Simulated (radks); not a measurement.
Initial-state core-level shifts of neutral potassium when its valence configuration changes from [Ar] 4s1. Calculated with a radial shooting solver on a logarithmic mesh with Libxc functionals: scalar-relativistic Kohn-Sham, r2SCAN, spin-polarised, spherical densities, finite nucleus; open shells are filled with parallel spins first; meta-GGA in the generalised Kohn-Sham scheme; Fermi nuclear charge, rms radius 3.4349 fm. Shifts are changes of the shell-averaged eigenvalues in eV (positive: less bound); the change of the density at the nucleus, which sets a Mossbauer isomer shift, is in e/bohr^3, on a base of 5206.

valence,1s,2s,2p,3p,density at nucleus
4p1,-1.572,-1.568,-1.568,-1.533,-1.0734
3d1,-1.996,-1.910,-1.917,-1.869,-1.0892
4s0.5 4p0.5,-0.801,-0.800,-0.800,-0.785,-0.5801
3d0.5 4s0.5,-1.304,-1.274,-1.276,-1.248,-0.5099
